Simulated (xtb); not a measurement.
C2H8FNOSi, SMILES O[Si@@](F)(N)CC. All values are semi-empirical tight-binding results from xtb (GFN2-xTB unless named), good for trends rather than for accurate numbers. Geometry optimised at GFN2-xTB. The structure was generated by enumeration; whether it is a known compound was not checked. Other conformers were not sampled.

```json
{
 "orbital_gap": "7.38 eV",
 "dipole_moment": "1.87 D",
 "zero_point_energy": "67.2 kcal/mol",
 "G − E(el) at 298.15 K (modified RRHO)": "46.0 kcal/mol",
 "static polarisability (D4 model)": "74.6 bohr³",
 "solvation energy, GFN2-xTB/ALPB(water)": "-7.3 kcal/mol",
 "solvation energy, GFN2-xTB/ALPB(octanol)": "-8.0 kcal/mol"
}
```
